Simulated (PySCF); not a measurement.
Where the electron goes

Compound: C5H9ClO.
Structure used (GFN2-xTB), in Å, numbered top down from 1:
```
atom  x, y, z in Å
C1    -2.0060    0.9416   -0.3076
C2    -0.5638    0.9792    0.0670
C3     0.2683   -0.0547    0.1445
C4     1.7052    0.1097    0.5808
O5     2.6180   -0.3297   -0.4041
C6    -0.1055   -1.4661   -0.1761
Cl7   -0.8921   -2.2367    1.2484
H8    -2.5889    1.4697    0.4452
H9    -2.1576    1.4548   -1.2576
H10   -2.3848   -0.0718   -0.3866
H11   -0.1855    1.9652    0.3080
H12    1.9033    1.1539    0.8566
H13    1.8990   -0.5246    1.4513
H14    2.5092    0.2145   -1.1916
H15   -0.8137   -1.5432   -0.9990
H16    0.7873   -2.0530   -0.3906
```

Computed with PySCF, TDDFT PBE0/def2-SVPD, vertical, gas phase, core orbitals frozen in the response.

Frontier orbitals with the atoms that hold most of them (Löwdin shares over 4%, at most four atoms; ? is withheld):

```json
{"orbital": "LUMO+2", "ε (eV)": "0.96", "atoms": "Cl7 21%, O5 13%, C1 10%, C6 8%"}
{"orbital": "LUMO+1", "ε (eV)": "0.44", "atoms": "O5 16%, C2 11%, H14 11%, C4 9%"}
{"orbital": "LUMO", "ε (eV)": "?", "atoms": "?"}
{"orbital": "HOMO", "ε (eV)": "-7.43", "atoms": "C3 29%, C2 28%, Cl7 14%, O5 8%"}
{"orbital": "HOMO-1", "ε (eV)": "-8.27", "atoms": "?"}
{"orbital": "HOMO-2", "ε (eV)": "-8.42", "atoms": "Cl7 76%, C6 12%"}
{"orbital": "HOMO-3", "ε (eV)": "-8.64", "atoms": "Cl7 57%, O5 21%, C6 8%, C3 4%"}
```

(1) Give the leading atoms of the LUMO.

(2) Which atoms hold the HOMO-1, and with what shares?

(3) What is the LUMO energy, and the HOMO–LUMO gap?

Answers

(1) C2 (bonded to 2 C and H) 25%; C3 (bonded to 3 C) 20%; Cl7 (bonded to C) 20%; C6 (bonded to C, Cl and 2 H) 12%. By element: carbon 57% or more, chlorine 20%.

(2) O5 (bonded to C and H) 36%; Cl7 (bonded to C) 13%; C3 (bonded to 3 C) 12%; C4 (bonded to C, O and 2 H) 12%. By element: oxygen 36%, carbon 25% or more, chlorine 13%.

(3) ε(LUMO) = -0.59 eV; the gap is 6.84 eV (0.2515 hartree).

Problem. How does S1 compare with the orbital gap of 6.84 eV?

Solution. S1 is at 6.02 eV (f = 0.110), 0.83 eV below the gap, made of HOMO→LUMO (67%), HOMO-1→LUMO (25%). Without the coupling terms of the response equations the lowest excitation would equal the gap.

Next come S2 at 6.39 eV (f 0.023), HOMO-2→LUMO (59%), HOMO-1→LUMO (32%); S3 at 6.56 eV (f 0.100), HOMO-1→LUMO (38%), HOMO-2→LUMO (35%), HOMO→LUMO (15%); S4 at 6.70 eV (f 0.032), HOMO-3→LUMO (63%), HOMO→LUMO+1 (31%); S5 at 6.77 eV (f 0.062), HOMO→LUMO+1 (61%), HOMO-3→LUMO (28%).

One conformer stands for the species.
